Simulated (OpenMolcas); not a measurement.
## Ni: effect of correlating more closed shells

| Property | Result |
| --- | --- |
| Program | OpenMolcas 26.06 |
| Basis | ANO-RCC-VQZP [7s6p4d3f2g1h] |
| Scalar Hamiltonian | DKH2, point nucleus |
| Active space | 8 electrons in 5 orbitals (3d) |
| State averaging | 2S+1 = 3 even, 10 roots; 2S+1 = 1 even, 15 roots (14 in the spin-orbit step) |
| Spin-orbit coupling | state interaction with AMFI integrals over the reference wave functions, term energies averaged over their components |

Methods on the same reference wave functions:
A. CASSCF
B. SS-CASPT2, IPEA 0.25 Eh, imaginary shift 0.1 Eh (closed shells correlated: 4s)
C. SS-CASPT2, IPEA 0.25 Eh, imaginary shift 0.1 Eh (closed shells correlated: 3s 3p 4s)

Energies in cm-1 above 3d8 4s2 3F4.

```json
{"Level": "3d8 4s2 3F4", "A": "0.0", "B": "0.0", "C": "0.0"}
{"Level": "3d8 4s2 3F3", "A": "1339", "B": "1341", "C": "1342"}
{"Level": "3d8 4s2 3F2", "A": "2259", "B": "2250", "C": "2230"}
{"Level": "3d8 4s2 1D2", "A": "16738", "B": "14190", "C": "12580"}
{"Level": "3d8 4s2 3P2", "A": "20308", "B": "16810", "C": "16170"}
{"Level": "3d8 4s2 3P1", "A": "20692", "B": "17050", "C": "16560"}
{"Level": "3d8 4s2 3P0", "A": "21023", "B": "17380", "C": "16890"}
{"Level": "3d8 4s2 1G4", "A": "25957", "B": "23280", "C": "21990"}
```

Between B and C the level of the table that moves most is 3d8 4s2 1D2, by 1600 cm-1 (lowest in C, highest in B). Moves below CASPT2's spread within the term are not significant.

From A to B the spin-free energies of the other terms of 3d8 4s2 shown, above 3F, scale by factors of 0.81 to 0.89, as is usual when dynamic correlation screens the repulsion within a d or f shell.

The lowest spin-free term lies below A's lowest term by 0.371 hartree in B, 0.819 hartree in C.

What an inner shell adds also hangs on whether the basis holds functions to correlate it.

CASPT2 breaks the degeneracy within a term, and the mean is taken; among the terms shown or strongly mixed into the levels shown the widest spread is 1400 cm-1 (3d8 4s2 3F, C). Some high roots are left out of the spin-orbit mixing, which shifts the levels that they would mix with. With the s shell closed, the reference lacks s² → p², s² → d² and s → d mixing, so excited terms can stand far too high and out of order, with CASPT2 too. Without dynamic correlation excited terms often stand tens of per cent too high (terms of higher spin than the ground term too low), and those without a measured partner can miss by more than the paired ones (holds for A). Only configurations of the active space appear.
